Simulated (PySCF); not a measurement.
Excitations are Tamm–Dancoff values on a coarser integration grid. The basis has no diffuse functions, so Rydberg states are missing or too high.

Cartesian coordinates (Å):
```xyz
21

B     -2.8476     0.1719    -0.1617
C     -1.3104     0.0738    -0.3555
C     -0.4776     1.3043     0.0114
C      0.9623     1.2041    -0.4770
C      1.6239    -0.0888     0.0221
C      3.0086    -0.1864    -0.4337
N      4.0997    -0.2640    -0.8126
C      0.8115    -1.3239    -0.3936
C     -0.6281    -1.2201     0.0947
H     -3.5239    -0.8313    -0.1039
H     -3.3998     1.2498    -0.1722
H     -1.3705     0.0403    -1.4797
H     -0.9460     2.2167    -0.3886
H     -0.4772     1.4182     1.1107
H      1.5493     2.0751    -0.1473
H      0.9853     1.2059    -1.5806
H      1.6587    -0.0544     1.1272
H      0.8299    -1.4009    -1.4946
H      1.2923    -2.2348    -0.0050
H     -0.6370    -1.2607     1.1991
H     -1.2032    -2.0947    -0.2464
```
Charge 0, multiplicity 1.

Task: Predict the S1–T1 gap (TDA), S1 excitation (TDA) and total energy from PBE-D3(BJ)/def2-TZVP // PBE0-D3(BJ)/def2-SVP (PySCF 2.14.0).

Result: 
S1–T1 gap (TDA): 0.46 eV
S1 excitation (TDA): 4.88 eV
total energy: -353.1964 Ha
